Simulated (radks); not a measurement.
The mean radii <r> (bohr) of the occupied orbitals of an atom or ion are listed with their occupations. All-electron calculation, non-relativistic Kohn-Sham, LB94 model potential, spin-polarised, spherical densities, point nucleus. Program: a radial shooting solver on a logarithmic mesh with Libxc functionals.

orbital  occ.      <r>
1s down     1  0.03299
1s up       1  0.03301
2s up       1   0.1388
2s down     1   0.1390
2p up       3   0.1177
2p down     1   0.1179

Name the element and its charge. Open shells, if any, are filled with parallel spins first.

Answer. Z = 46, palladium, charge +38: Pd38+ in [He] 2s2 2p4. The 1s radius gives Z: for a bare nucleus <r> = 1.5/Z, 0.03261 bohr for Z = 46, and screening makes it slightly larger (0.03299 here). The occupations add up to 8, and the charge is Z minus that.
